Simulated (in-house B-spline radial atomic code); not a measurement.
Successive ionisation energies of neodymium; each step leads to the configuration of the next row (after the last: [Ne] 3s2 3p4). Dirac energy differences include first-order Breit, QED and recoil terms. NIST's values go from ground level to ground level; the uncertainty of those that are theory runs from under 0.1 % in few-electron ions to several per cent in heavy many-electron ones. Computed with a B-spline radial code for spherical atoms: Dirac-Hartree-Fock, average of the configuration, finite nuclei.

```json
{"ion": "Nd29+", "configuration": "[Ar] 3d10 4s2 4p1", "ionisation energy (eV)": "1070.8", "tabulated value (eV)": "1092", "tabulated kind": "tabulated theory", "computed minus tabulated (eV)": "-21", "highest orbital": "4p3/2", "largest mean radius (bohr)": "0.5591"}
{"ion": "Nd30+", "configuration": "[Ar] 3d10 4s2", "ionisation energy (eV)": "1191.8", "tabulated value (eV)": "1191", "tabulated kind": "tabulated theory", "computed minus tabulated (eV)": "1", "highest orbital": "4s1/2", "largest mean radius (bohr)": "0.53805"}
{"ion": "Nd31+", "configuration": "[Ar] 3d10 4s1", "ionisation energy (eV)": "1236.9", "tabulated value (eV)": "1238.42", "tabulated kind": "semi-empirical", "computed minus tabulated (eV)": "-2", "highest orbital": "4s1/2", "largest mean radius (bohr)": "0.53407"}
{"ion": "Nd32+", "configuration": "[Ar] 3d10", "ionisation energy (eV)": "2143.1", "tabulated value (eV)": "2134", "tabulated kind": "tabulated theory", "computed minus tabulated (eV)": "9", "highest orbital": "3d5/2", "largest mean radius (bohr)": "0.26116"}
{"ion": "Nd33+", "configuration": "[Ar] 3d9", "ionisation energy (eV)": "2238.8", "tabulated value (eV)": "2224", "tabulated kind": "tabulated theory", "computed minus tabulated (eV)": "15", "highest orbital": "3d5/2", "largest mean radius (bohr)": "0.25922"}
{"ion": "Nd34+", "configuration": "[Ar] 3d8", "ionisation energy (eV)": "2336.1", "tabulated value (eV)": "2321", "tabulated kind": "tabulated theory", "computed minus tabulated (eV)": "15", "highest orbital": "3d5/2", "largest mean radius (bohr)": "0.25735"}
{"ion": "Nd35+", "configuration": "[Ar] 3d7", "ionisation energy (eV)": "?", "tabulated value (eV)": "?", "tabulated kind": "tabulated theory", "computed minus tabulated (eV)": "?", "highest orbital": "?", "largest mean radius (bohr)": "?"}
{"ion": "Nd36+", "configuration": "[Ar] 3d6", "ionisation energy (eV)": "2535.4", "tabulated value (eV)": "2525", "tabulated kind": "tabulated theory", "computed minus tabulated (eV)": "10", "highest orbital": "3d5/2", "largest mean radius (bohr)": "0.25423"}
{"ion": "Nd37+", "configuration": "[Ar] 3d5", "ionisation energy (eV)": "?", "tabulated value (eV)": "?", "tabulated kind": "tabulated theory", "computed minus tabulated (eV)": "?", "highest orbital": "?", "largest mean radius (bohr)": "?"}
{"ion": "Nd38+", "configuration": "[Ar] 3d4", "ionisation energy (eV)": "2741.0", "tabulated value (eV)": "2758", "tabulated kind": "tabulated theory", "computed minus tabulated (eV)": "-17", "highest orbital": "3d5/2", "largest mean radius (bohr)": "0.25115"}
{"ion": "Nd39+", "configuration": "[Ar] 3d3", "ionisation energy (eV)": "2846.1", "tabulated value (eV)": "2861", "tabulated kind": "tabulated theory", "computed minus tabulated (eV)": "-15", "highest orbital": "3d5/2", "largest mean radius (bohr)": "0.24963"}
{"ion": "Nd40+", "configuration": "[Ar] 3d2", "ionisation energy (eV)": "2952.7", "tabulated value (eV)": "2974", "tabulated kind": "tabulated theory", "computed minus tabulated (eV)": "-21", "highest orbital": "3d5/2", "largest mean radius (bohr)": "0.24811"}
{"ion": "Nd41+", "configuration": "[Ar] 3d1", "ionisation energy (eV)": "3060.9", "tabulated value (eV)": "3078", "tabulated kind": "tabulated theory", "computed minus tabulated (eV)": "-17", "highest orbital": "3d5/2", "largest mean radius (bohr)": "0.24661"}
{"ion": "Nd42+", "configuration": "[Ne] 3s2 3p6", "ionisation energy (eV)": "?", "tabulated value (eV)": "?", "tabulated kind": "tabulated theory", "computed minus tabulated (eV)": "?", "highest orbital": "?", "largest mean radius (bohr)": "?"}
{"ion": "Nd43+", "configuration": "[Ne] 3s2 3p5", "ionisation energy (eV)": "3511.0", "tabulated value (eV)": "3465", "tabulated kind": "tabulated theory", "computed minus tabulated (eV)": "46", "highest orbital": "3p3/2", "largest mean radius (bohr)": "0.24395"}
```

Task: Fill in the row of Nd35+.

Result: ionisation energy (eV): 2435.0; tabulated value (eV): 2425; computed minus tabulated (eV): 10; highest orbital: 3d5/2; largest mean radius (bohr): 0.25579.

Task: Fill in the row of Nd37+.

Result: ionisation energy (eV): 2637.4; tabulated value (eV): 2627; computed minus tabulated (eV): 10; highest orbital: 3d5/2; largest mean radius (bohr): 0.25269.

Task: Fill in the row of Nd42+.

Result: ionisation energy (eV): 3414.5; tabulated value (eV): 3371; computed minus tabulated (eV): 43; highest orbital: 3p3/2; largest mean radius (bohr): 0.24512.

Task: Where is the largest jump?

Result: From Nd31+ to Nd32+, by a factor of 1.73 (1236.9 to 2143.1 eV); the highest orbital goes from 4s1/2 to 3d5/2.

Where a p, d or f electron is removed, the computed value is a mean over both j, so it misses the tabulated one by a part of the spin-orbit splitting; averaging over terms and missing correlation add to the gap, relatively most at low charge.
